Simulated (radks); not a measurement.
Values are calculated unless marked as measured or tabulated.
Coulomb parameter of the 4f shell of the ytterbium ion Yb3+ in the model configuration [Xe] 4f12 5d1, as a second difference U = [E(n + 1) + E(n - 1) - 2 E(n)] / (1)^2 with all orbitals relaxed. "Bare": the charge of the atom changes with n. "Screened": the 5d shell takes up the change at fixed total charge, which measures U(4f,4f) + U(5d,5d) - 2 U(4f,5d). Code: a radial shooting solver on a logarithmic mesh with Libxc functionals. Model: Dirac Kohn-Sham, BLYP, spin-unpolarised, spherical densities, finite nucleus; open shells are shared between the two j in proportion to 2j + 1; Fermi nuclear charge, rms radius 5.3108 fm.

\begin{tabular}{lrr}
case & configuration & E - E(n) (eV) \\ \hline
start & [Xe] 4f12 5d1 & 0.000 \\
bare +1 & [Xe] 4f13 5d1 & -33.420 \\
bare -1 & [Xe] 4f11 5d1 & 54.155 \\
screened +1 & [Xe] 4f13 & -13.417 \\
screened -1 & [Xe] 4f11 5d2 & 19.473 \\
\end{tabular}

U(bare) = 20.735 eV, U(screened by 5d) = 6.056 eV.
